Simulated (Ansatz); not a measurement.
Coupled-cluster diagnostics for the cluster W₃N₃, Ansatz.

Geometry of the doublet (r2SCAN-D4/def2-SVP):

```tsv
atom	x (Å)	y (Å)	z (Å)
W1	0.6626	-1.3594	-0.2181
W2	1.3512	0.8746	0.2729
W3	-1.1851	0.1578	-0.2493
N4	-1.0710	-1.4984	0.6202
N5	0.5711	0.5162	-1.3955
N6	-0.3288	1.3091	0.9699
```

In the def2 sets W takes a core potential; there is no spin–orbit coupling. Correlated methods freeze 3 core orbitals; core or outer-core shells of W are correlated, in sets that lack core-valence functions. In CCSD on the charge 0 doublet the largest single amplitude is 0.19, so its Hartree–Fock determinant may place the open shell otherwise than the density functionals do. No other spin state of charge 0 was run. Another isomer (doublet) lies 0.24 eV lower at PBE0-D4/def2-TZVP; other spin states weren't run for this one.

Estimate the CCSD(T) correlation energy, the shares of MP2 and (T), T1 and the reference's ⟨S²⟩ for: charge 0, doublet, own geometry in def2-SVP; and the rough time on 4 threads of Arm Neoverse V1 on a shared host.


| state | basis | correlation (eV) | MP2 share (%) | (T) share (%) | T1 | ⟨S²⟩ (pure) | wall time | remarks |
| --- | --- | --- | --- | --- | --- | --- | --- | --- |
| charge 0, doublet, own geometry | def2-SVP | -42.310 | 96.9 | 7.4 | 0.088 | 3.90 (0.75) | 7.5 min | large T1 (0.088), spin-contaminated (⟨S²⟩ 3.90) |
Customary marks for T1 are 0.02 (closed shells), 0.045 (open shells) and about 0.05 (3d metals). T1 exceeds 0.02 in 1 of 1 rows and 0.045 in 1; the higher it lies, the less the single-reference result can be trusted.
